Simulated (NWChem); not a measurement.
MgGeH₃Br; SMILES [GeH3][Mg][Br]

Computed with NWChem. Geometry: optimised at B3LYP/6-31G* (spherical d). Level: PBE0/aug-cc-pVDZ; the question gives the wavelength of the field.

Q: What does the run give for field 1065 nm? Quantities: isotropic polarisability (bohr³); anisotropy (bohr³).

A: 
```json
{
 "isotropic polarisability (bohr³)": "92.2",
 "anisotropy (bohr³)": "50.8"
}
```
